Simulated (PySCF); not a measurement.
C₄H₇FO₃S.
Structure used (GFN2-xTB), in Å, numbered top down from 1:
```
atom  x, y, z in Å
C1     0.295    1.555   -0.448
C2     0.424    0.544    0.683
O3     1.759    0.124    0.817
S4     2.105   -1.329    0.069
O5     2.798   -1.101   -1.156
O6     0.467   -1.553   -0.336
C7    -0.355   -0.766    0.417
C8    -1.737   -0.631   -0.194
F9    -0.506   -1.385    1.667
H10    0.548    1.085   -1.396
H11    0.996    2.367   -0.270
H12   -0.712    1.959   -0.494
H13    0.105    0.973    1.640
H14   -2.331    0.061    0.395
H15   -1.653   -0.284   -1.218
H16   -2.209   -1.610   -0.188
```

The calculation used TDDFT PBE0/def2-SVPD, vertical, gas phase, core orbitals frozen in the response (PySCF).

Kohn–Sham orbitals with the atoms that hold most of them (Löwdin shares over 4%, at most four atoms; ? is withheld):

```json
{"orbital": "LUMO+2", "ε (eV)": "0.63", "atoms": "S4 55%, O5 12%, O3 12%, O6 11%"}
{"orbital": "LUMO+1", "ε (eV)": "0.50", "atoms": "C8 14%, C1 12%, H12 10%, S4 9%"}
{"orbital": "LUMO", "ε (eV)": "-0.89", "atoms": "?"}
{"orbital": "HOMO", "ε (eV)": "-8.35", "atoms": "?"}
{"orbital": "HOMO-1", "ε (eV)": "-9.20", "atoms": "O3 44%, O5 21%, C2 12%, C1 9%"}
{"orbital": "HOMO-2", "ε (eV)": "-9.71", "atoms": "O6 34%, F9 13%, C2 12%, C7 10%"}
{"orbital": "HOMO-3", "ε (eV)": "-10.20", "atoms": "O5 31%, O6 18%, F9 14%, O3 9%"}
```

Question: Give the leading atoms of the LUMO.

Answer: S4 (bonded to 3 O) 49%; O5 (bonded to S) 20%; O6 (bonded to C and S) 12%; O3 (bonded to C and S) 10%. By element: sulfur 49%, oxygen 42%.

Question: Which atoms hold the HOMO, and with what shares?

Answer: O5 (bonded to S) 33%; S4 (bonded to 3 O) 28%; O3 (bonded to C and S) 14%; O6 (bonded to C and S) 9%. By element: oxygen 56%, sulfur 28%.

Question: How does S1 compare with the orbital gap of 7.46 eV?

Answer: S1 is at 5.89 eV (f = 0.026), 1.56 eV below the gap, made of HOMO→LUMO (94%). 

Question: One configuration dominates each of S1, S2 and S3. Which, and how do the shares of the two leading atoms of either orbital change from the occupied to the empty one?

Answer: 
- S1 (5.89 eV, f 0.026), HOMO→LUMO (94%): O5 33% → 20%, S4 28% → 49%
- S2 (6.71 eV, f 0.0029), HOMO-1→LUMO (93%): O3 44% → 10%, O5 21% → 20%, S4 at most 9% → 49%
- S3 (7.30 eV, f 0.0066), HOMO-2→LUMO (87%): O6 34% → 12%, F9 13% → at most 10%, S4 at most 10% → 49%, O5 at most 10% → 20%

One conformer stands for the species.
